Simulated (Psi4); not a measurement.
F3Ti, charge +1, singlet, geometry from GFN2-xTB (such geometries of metal compounds can be far from the true shape) (the multiplicity is a formal guess); B3LYP5/def2-TZVP run with Psi4.

Here is a job for Psi4.
```
memory 2 GB

molecule {
1 1
  Ti   -0.08475058    0.13199495    0.30332753
  F    -1.23144221   -0.97339114   -0.23374291
  F     0.04876556    1.32289758   -0.87529417
  F     1.38984472   -0.67216075    0.36756977
}

set basis def2-tzvp

energy('b3lyp5')
print_variables()
```

Output, abridged:

```
   => Loading Basis Set <=

    Name: DEF2-TZVP
    Role: ORBITAL
    Keyword: BASIS

         ---------------------------------------------------------
                                   SCF
               by Justin Turney, Rob Parrish, Andy Simmonett
                          and Daniel G. A. Smith
                              RKS Reference
         ---------------------------------------------------------

  ==> Geometry <==

    Molecular point group: c1
    Full point group: C1

    Geometry (in Angstrom), charge = 1, multiplicity = 1:

       Center              X                  Y                   Z               Mass
    ------------   -----------------  -----------------  -----------------  -----------------
         TI          -0.083533222083     0.130098975485     0.298970543235    47.947941980000
         F           -1.230224852083    -0.975287114515    -0.238099896765    18.998403162730
         F            0.049982917917     1.321001605485    -0.879651156765    18.998403162730
         F            1.391062077917    -0.674056724515     0.363212783235    18.998403162730

  Running in c1 symmetry.

  Rotational constants: A =      0.21186  B =      0.21186  C =      0.12116 [cm^-1]
  Rotational constants: A =   6351.49209  B =   6351.49206  C =   3632.31644 [MHz]
  Nuclear repulsion =  234.525403440069084

  Charge       = 1
  Multiplicity = 1
  Electrons    = 48
  Nalpha       = 24
  Nbeta        = 24

  ==> Algorithm <==

  SCF Algorithm Type is DF.
  DIIS enabled.
  MOM disabled.
  Fractional occupation disabled.
  Guess Type is SAD.
  Energy threshold   = 1.00e-06
  Density threshold  = 1.00e-06
  Integral threshold = 1.00e-12

  ==> Primary Basis <==

  Basis Set: DEF2-TZVP
    Blend: DEF2-TZVP
    Number of shells: 48
    Number of basis functions: 138
    Number of Cartesian functions: 160
    Spherical Harmonics?: true
    Max angular momentum: 3

  ==> DFT Potential <==

   => LibXC <=

    Version 7.1.2
    S. Lehtola, C. Steigemann, M. J. T. Oliveira, and M. A. L. Marques,  SoftwareX 7, 1–5 (2018) (10.1016/j.softx.2017.11.002)

   => Composite Functional: B3LYP5 <=

    B3LYP5 Hyb-GGA Exchange-Correlation Functional

    P. J. Stephens, F. J. Devlin, C. F. Chabalowski, and M. J. Frisch,  J. Phys. Chem. 98, 11623 (1994) (10.1021/j100096a001)

    Deriv               =              1
    GGA                 =           TRUE
    Meta                =          FALSE

    Exchange Hybrid     =           TRUE
[...]
   @DF-RKS iter   4: -1148.79944193907090   -6.34213e-01   2.07038e-03 DIIS/ADIIS
   @DF-RKS iter   5: -1148.82455453632906   -2.51126e-02   1.78018e-04 DIIS/ADIIS
   @DF-RKS iter   6: -1148.82474691146808   -1.92375e-04   3.18545e-05 DIIS
   @DF-RKS iter   7: -1148.82475326106737   -6.34960e-06   1.04741e-05 DIIS
   @DF-RKS iter   8: -1148.82475383311066   -5.72043e-07   4.34661e-06 DIIS
   @DF-RKS iter   9: -1148.82475395633446   -1.23224e-07   7.73774e-07 DIIS
  Energy and wave function converged.

  ==> Post-Iterations <==

   Electrons on quadrature grid:
      Ntotal   =   48.0000099879 ; deviation = 9.988e-06

    Orbital Energies [Eh]
    ---------------------

    Doubly Occupied:

[...]
    Virtual:

[...]
    Final Occupation by Irrep:
              A
    DOCC [    24 ]
    NA   [    24 ]
    NB   [    24 ]

  @DF-RKS Final Energy: -1148.82475395633446

   => Energetics <=

    Nuclear Repulsion Energy =            234.5254034400690841
    One-Electron Energy =               -2035.3180675336268450
    Two-Electron Energy =                 710.8385558567672433
    DFT Exchange-Correlation Energy =     -58.8706457195440152
    Empirical Dispersion Energy =           0.0000000000000000
    VV10 Nonlocal Energy =                  0.0000000000000000
    Total Energy =                      -1148.8247539563344617

Computation Completed

Properties will be evaluated at   0.000000,   0.000000,   0.000000 [a0]

Properties computed using the SCF density matrix

 Multipole Moments:

 ------------------------------------------------------------------------------------
     Multipole            Electronic (a.u.)      Nuclear  (a.u.)        Total (a.u.)
 ------------------------------------------------------------------------------------

 L = 1.  Multiply by 2.5417464519 to convert [e a0] to [Debye]
 Dipole X            :         -0.5638259            0.1127229           -0.4511029
 Dipole Y            :          0.8781550           -0.1755605            0.7025945
 Dipole Z            :          2.0180024           -0.4034423            1.6145601
 Magnitude           :                                                    1.8176736

 ------------------------------------------------------------------------------------

  Variable Map:
  ----------------------------------------------------------------------------
[...]
  Array Variable Map:
  ----------------------------------------------------------------------------
[...]
[...]
```
